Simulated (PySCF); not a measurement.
**From computed data to an observable: dipole moment from atomic charges**

Al(F)(SeH)2 (AlFH₂Se₂), SMILES [SeH][Al]([SeH])[F]. Atoms are numbered in the order given.

```xyz
6

Al     0.0000     0.0000    -0.6496
F      0.0000     0.0000    -2.3124
Se     0.0000    -2.0583     0.3798
H      0.0000    -1.4421     1.7164
Se     0.0000     2.0583     0.3798
H      0.0000     1.4421     1.7164
```
Charge 0, spin multiplicity 1.

Geometry optimised at PBE0-D3(BJ)/def2-SVP. One conformer was computed; it need not be the lowest.

Charges (e) from HF/def2-TZVP in PySCF:

| atom | IAO | Mulliken |
|---|---|---|
| Al1 | 1.084 | 0.822 |
| F2 | -0.633 | -0.438 |
| Se3 | -0.261 | -0.310 |
| H4 | 0.035 | 0.118 |
| Se5 | -0.261 | -0.310 |
| H6 | 0.035 | 0.118 |

The dipole moment of the full density is 2.16 D.

**Question.** What dipole moment does each set of point charges give, and which comes closer to that of the density?

**Answer.** 
μ = Σ q r, and 1 e Å = 4.8032 D.
IAO: Σ q r = (0.000, 0.000, 0.681) e Å, |μ| = 3.27 D.
Mulliken: Σ q r = (0.000, 0.000, 0.648) e Å, |μ| = 3.11 D.
Mulliken comes closer in size. Point charges leave out the atoms' own dipoles (lone pairs, polarised bonds); fits to the potential absorb them, partitions of the density don't.
